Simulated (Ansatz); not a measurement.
Ansatz (an electronic-structure program) input (B3LYP-D3(BJ)/def2-TZVP):

Ansatz 0.2 input:
```yaml
crystal:
  periodic: [false, false, false]
  atoms:
    - {symbol: C, position_ang: [2.77981148, -0.17098900, -0.12584538]}
    - {symbol: C, position_ang: [1.47525238, 0.10703501, -0.78958576]}
    - {symbol: C, position_ang: [0.57267266, 0.98195761, 0.03567608]}
    - {symbol: C, position_ang: [-0.57983380, 0.64179947, 0.60829462]}
    - {symbol: C, position_ang: [-1.28012527, -0.68220952, 0.55241454]}
    - {symbol: C, position_ang: [-2.62571640, -0.59691299, -0.17710491]}
    - {symbol: H, position_ang: [3.66607344, -0.38505881, -0.70733497]}
    - {symbol: H, position_ang: [2.83419652, -0.27144666, 0.94934368]}
    - {symbol: H, position_ang: [1.65775165, 0.58904950, -1.75724323]}
    - {symbol: H, position_ang: [0.96735056, -0.83702599, -1.03201184]}
    - {symbol: H, position_ang: [0.93594580, 1.99444876, 0.18536881]}
    - {symbol: H, position_ang: [-1.10159491, 1.40886173, 1.17569819]}
    - {symbol: H, position_ang: [-1.45530436, -1.03052130, 1.57620508]}
    - {symbol: H, position_ang: [-0.65180871, -1.43629314, 0.07642324]}
    - {symbol: H, position_ang: [-3.27831882, 0.14387486, 0.29012679]}
    - {symbol: H, position_ang: [-2.48310977, -0.30218800, -1.21828921]}
    - {symbol: H, position_ang: [-3.14354781, -1.55778430, -0.16138170]}
basis:
  gaussian:
    orbitals: def2-TZVP
hamiltonian:
  xc: b3lyp
  dispersion: d3bj
magnetization: {spin_polarized: true, initial_magnetization: 1}
phonons: {temperatures: {t_min: 298.15, t_max: 298.15, t_step: 100}}
```

Output:

```
Functional definition: B3LYP
integrals: 0.19 GiB planned
1564 factors; their error is unknown
0.34 GiB of the device are held for the grids
1.40 GiB of device memory are held for the factors and their scratch space
mean field: 1.75 GiB planned
mean field evaluation 1: about -6387.0946 eV, gradient 5.5e1 eV
mean field evaluation 2: about -6378.7280 eV, gradient 6.7e1 eV
mean field evaluation 4: about -6402.0776 eV, gradient 2.8e0 eV
mean field evaluation 8: about -6402.1112 eV, gradient 8.3e-2 eV
mean field evaluation 16: about -6402.0706 eV, gradient 6.4e-4 eV
mean field -6402.07059400 eV, -235.2717548500 hartree, gradient 5.7e-5 eV, S^2 0.754019; 0 other end points of the search recorded, 0 dependent functions left out
the calculation of the forces begins
reference -6402.07092279 eV, -235.2717669330 hartree; 24, 23 occupied and 228, 229 virtual orbitals, 1564 factors
these checks for a lower state are left out or cut short: stability, starts, cluster_reference, orbital_swaps, neighbouring_geometries, increment
integrals: 0.19 GiB planned
1564 factors; their error is unknown
0.34 GiB of the device are held for the grids
1.40 GiB of device memory are held for the factors and their scratch space
mean field: 1.75 GiB planned
mean field -6402.07050042 eV, -235.2717514110 hartree, gradient 2.1e-6 eV, S^2 0.754014; 0 other end points of the search recorded, 0 dependent functions left out
the calculation of the forces begins
reference -6402.07082919 eV, -235.2717634934 hartree; 24, 23 occupied and 228, 229 virtual orbitals, 1564 factors
these checks for a lower state are left out or cut short: stability, starts, cluster_reference, orbital_swaps, neighbouring_geometries, increment
integrals: 0.19 GiB planned
1564 factors; their error is unknown
0.34 GiB of the device are held for the grids
1.40 GiB of device memory are held for the factors and their scratch space
mean field: 1.75 GiB planned
mean field evaluation 32: about -6402.0704 eV, gradient 5.6e-4 eV
mean field -6402.07036718 eV, -235.2717465146 hartree, gradient 3.0e-6 eV, S^2 0.754023; 0 other end points of the search recorded, 0 dependent functions left out
the calculation of the forces begins
reference -6402.07069599 eV, -235.2717585982 hartree; 24, 23 occupied and 228, 229 virtual orbitals, 1564 factors
these checks for a lower state are left out or cut short: stability, starts, cluster_reference, orbital_swaps, neighbouring_geometries, increment
integrals: 0.19 GiB planned
1564 factors; their error is unknown
0.34 GiB of the device are held for the grids
1.40 GiB of device memory are held for the factors and their scratch space
mean field: 1.75 GiB planned
mean field -6402.07055684 eV, -235.2717534846 hartree, gradient 1.5e-6 eV, S^2 0.754017; 0 other end points of the search recorded, 0 dependent functions left out
the calculation of the forces begins
reference -6402.07088572 eV, -235.2717655706 hartree; 24, 23 occupied and 228, 229 virtual orbitals, 1564 factors
these checks for a lower state are left out or cut short: stability, starts, cluster_reference, orbital_swaps, neighbouring_geometries, increment
integrals: 0.19 GiB planned
1564 factors; their error is unknown
0.34 GiB of the device are held for the grids
1.40 GiB of device memory are held for the factors and their scratch space
mean field: 1.75 GiB planned
mean field -6402.07058088 eV, -235.2717543679 hartree, gradient 1.6e-6 eV, S^2 0.754021; 0 other end points of the search recorded, 0 dependent functions left out
[...]
reference -6402.07094094 eV, -235.2717675999 hartree; 24, 23 occupied and 228, 229 virtual orbitals, 1564 factors
these checks for a lower state are left out or cut short: stability, starts, cluster_reference, orbital_swaps, neighbouring_geometries, increment
integrals: 0.19 GiB planned
1564 factors; their error is unknown
0.34 GiB of the device are held for the grids
1.40 GiB of device memory are held for the factors and their scratch space
mean field: 1.75 GiB planned
mean field evaluation 672: about -6402.0706 eV, gradient 1.5e-6 eV
mean field -6402.07056656 eV, -235.2717538416 hartree, gradient 1.5e-6 eV, S^2 0.754019; 0 other end points of the search recorded, 0 dependent functions left out
the calculation of the forces begins
reference -6402.07089536 eV, -235.2717659250 hartree; 24, 23 occupied and 228, 229 virtual orbitals, 1564 factors
these checks for a lower state are left out or cut short: stability, starts, cluster_reference, orbital_swaps, neighbouring_geometries, increment
integrals: 0.19 GiB planned
1564 factors; their error is unknown
0.34 GiB of the device are held for the grids
1.40 GiB of device memory are held for the factors and their scratch space
mean field: 1.75 GiB planned
mean field -6402.07058049 eV, -235.2717543536 hartree, gradient 1.5e-6 eV, S^2 0.754019; 0 other end points of the search recorded, 0 dependent functions left out
the calculation of the forces begins
reference -6402.07090927 eV, -235.2717664363 hartree; 24, 23 occupied and 228, 229 virtual orbitals, 1564 factors
these checks for a lower state are left out or cut short: stability, starts, cluster_reference, orbital_swaps, neighbouring_geometries, increment
integrals: 0.19 GiB planned
1564 factors; their error is unknown
0.34 GiB of the device are held for the grids
1.40 GiB of device memory are held for the factors and their scratch space
mean field: 1.75 GiB planned
mean field -6402.07047569 eV, -235.2717505023 hartree, gradient 1.5e-6 eV, S^2 0.754019; 0 other end points of the search recorded, 0 dependent functions left out
the calculation of the forces begins
reference -6402.07080445 eV, -235.2717625842 hartree; 24, 23 occupied and 228, 229 virtual orbitals, 1564 factors
these checks for a lower state are left out or cut short: stability, starts, cluster_reference, orbital_swaps, neighbouring_geometries, increment
integrals: 0.19 GiB planned
1564 factors; their error is unknown
0.34 GiB of the device are held for the grids
1.40 GiB of device memory are held for the factors and their scratch space
mean field: 1.75 GiB planned
mean field -6402.07052469 eV, -235.2717523031 hartree, gradient 1.5e-6 eV, S^2 0.754019; 0 other end points of the search recorded, 0 dependent functions left out
the calculation of the forces begins
reference -6402.07085351 eV, -235.2717643872 hartree; 24, 23 occupied and 228, 229 virtual orbitals, 1564 factors
these checks for a lower state are left out or cut short: stability, starts, cluster_reference, orbital_swaps, neighbouring_geometries, increment
integrals: 0.19 GiB planned
1564 factors; their error is unknown
0.34 GiB of the device are held for the grids
1.40 GiB of device memory are held for the factors and their scratch space
mean field: 1.75 GiB planned
mean field -6402.07053624 eV, -235.2717527276 hartree, gradient 1.5e-6 eV, S^2 0.754019; 0 other end points of the search recorded, 0 dependent functions left out
the calculation of the forces begins
reference -6402.07086500 eV, -235.2717648092 hartree; 24, 23 occupied and 228, 229 virtual orbitals, 1564 factors
these checks for a lower state are left out or cut short: stability, starts, cluster_reference, orbital_swaps, neighbouring_geometries, increment
integrals: 0.19 GiB planned
1564 factors; their error is unknown
0.34 GiB of the device are held for the grids
1.40 GiB of device memory are held for the factors and their scratch space
mean field: 1.75 GiB planned
mean field evaluation 704: about -6402.0706 eV, gradient 5.6e-4 eV
mean field -6402.07058386 eV, -235.2717544777 hartree, gradient 1.6e-6 eV, S^2 0.754019; 0 other end points of the search recorded, 0 dependent functions left out
the calculation of the forces begins
reference -6402.07091270 eV, -235.2717665621 hartree; 24, 23 occupied and 228, 229 virtual orbitals, 1564 factors
these checks for a lower state are left out or cut short: stability, starts, cluster_reference, orbital_swaps, neighbouring_geometries, increment
integrals: 0.19 GiB planned
1564 factors; their error is unknown
0.34 GiB of the device are held for the grids
1.40 GiB of device memory are held for the factors and their scratch space
mean field: 1.75 GiB planned
mean field -6402.07049748 eV, -235.2717513031 hartree, gradient 1.5e-6 eV, S^2 0.754019; 0 other end points of the search recorded, 0 dependent functions left out
the calculation of the forces begins
reference -6402.07082621 eV, -235.2717633839 hartree; 24, 23 occupied and 228, 229 virtual orbitals, 1564 factors
these checks for a lower state are left out or cut short: stability, starts, cluster_reference, orbital_swaps, neighbouring_geometries, increment
integrals: 0.19 GiB planned
1564 factors; their error is unknown
0.34 GiB of the device are held for the grids
1.40 GiB of device memory are held for the factors and their scratch space
mean field: 1.75 GiB planned
mean field -6402.07052511 eV, -235.2717523185 hartree, gradient 1.5e-6 eV, S^2 0.754019; 0 other end points of the search recorded, 0 dependent functions left out
the calculation of the forces begins
reference -6402.07085396 eV, -235.2717644037 hartree; 24, 23 occupied and 228, 229 virtual orbitals, 1564 factors
these checks for a lower state are left out or cut short: stability, starts, cluster_reference, orbital_swaps, neighbouring_geometries, increment
integrals: 0.19 GiB planned
1564 factors; their error is unknown
0.34 GiB of the device are held for the grids
1.40 GiB of device memory are held for the factors and their scratch space
mean field: 1.75 GiB planned
mean field -6402.07057266 eV, -235.2717540660 hartree, gradient 1.5e-6 eV, S^2 0.754019; 0 other end points of the search recorded, 0 dependent functions left out
the calculation of the forces begins
reference -6402.07090144 eV, -235.2717661486 hartree; 24, 23 occupied and 228, 229 virtual orbitals, 1564 factors
these checks for a lower state are left out or cut short: stability, starts, cluster_reference, orbital_swaps, neighbouring_geometries, increment
integrals: 0.19 GiB planned
1564 factors; their error is unknown
0.34 GiB of the device are held for the grids
1.40 GiB of device memory are held for the factors and their scratch space
mean field: 1.75 GiB planned
mean field -6402.07058639 eV, -235.2717545707 hartree, gradient 1.5e-6 eV, S^2 0.754019; 0 other end points of the search recorded, 0 dependent functions left out
the calculation of the forces begins
reference -6402.07091520 eV, -235.2717666541 hartree; 24, 23 occupied and 228, 229 virtual orbitals, 1564 factors
Total energy: -6402.66079334 eV, -235.2934442758 hartree
Atom 0 at     2.779811    -0.170989    -0.125845 Å, force    -0.001901     0.000618    -0.001011 eV/Å
Atom 1 at     1.475252     0.107035    -0.789586 Å, force     0.001670     0.000177     0.000021 eV/Å
Atom 2 at     0.572673     0.981958     0.035676 Å, force     0.001495    -0.000369     0.001379 eV/Å
Atom 3 at    -0.579834     0.641799     0.608295 Å, force     0.000475    -0.000799     0.001766 eV/Å
Atom 4 at    -1.280125    -0.682210     0.552415 Å, force    -0.000214     0.000597    -0.000457 eV/Å
Atom 5 at    -2.625716    -0.596913    -0.177105 Å, force     0.000030    -0.000472    -0.000021 eV/Å
Atom 6 at     3.666073    -0.385059    -0.707335 Å, force     0.000730    -0.000212    -0.000548 eV/Å
Atom 7 at     2.834197    -0.271447     0.949344 Å, force    -0.000178     0.000023     0.001002 eV/Å
Atom 8 at     1.657752     0.589050    -1.757243 Å, force    -0.000197    -0.000198    -0.000080 eV/Å
Atom 9 at     0.967351    -0.837026    -1.032012 Å, force    -0.000981    -0.000311     0.000121 eV/Å
Atom 10 at     0.935946     1.994449     0.185369 Å, force    -0.000740     0.000359    -0.000828 eV/Å
Atom 11 at    -1.101595     1.408862     1.175698 Å, force    -0.000213     0.000219    -0.000538 eV/Å
Atom 12 at    -1.455304    -1.030521     1.576205 Å, force     0.000035     0.000257    -0.000166 eV/Å
Atom 13 at    -0.651809    -1.436293     0.076423 Å, force     0.000290    -0.000006    -0.000435 eV/Å
Atom 14 at    -3.278319     0.143875     0.290127 Å, force    -0.000246     0.000081    -0.000098 eV/Å
Atom 15 at    -2.483110    -0.302188    -1.218289 Å, force     0.000023     0.000022    -0.000049 eV/Å
Atom 16 at    -3.143548    -1.557784    -0.161382 Å, force    -0.000078     0.000015    -0.000060 eV/Å
Dipole moment:    -0.059247    -0.063860    -0.036773 e Å
Vibrations: 42.29 49.96 116.11 203.08 219.15 302.90 365.06 482.59 537.32 560.71 762.84 781.99 817.52 871.87 976.04 1008.31 1024.19 1055.03 1091.49 1095.36 1132.38 1216.00 1282.71 1302.82 1330.91 1345.60 1408.37 1437.60 1460.34 1463.24 1490.42 1497.41 1508.04 1720.58 2964.55 3008.88 3012.89 3029.49 3068.73 3093.43 3097.01 3116.18 3142.08 3145.08 3247.97 cm⁻¹, zero-point energy 4.084447 eV
```

It need not be the lowest isomer of its formula.
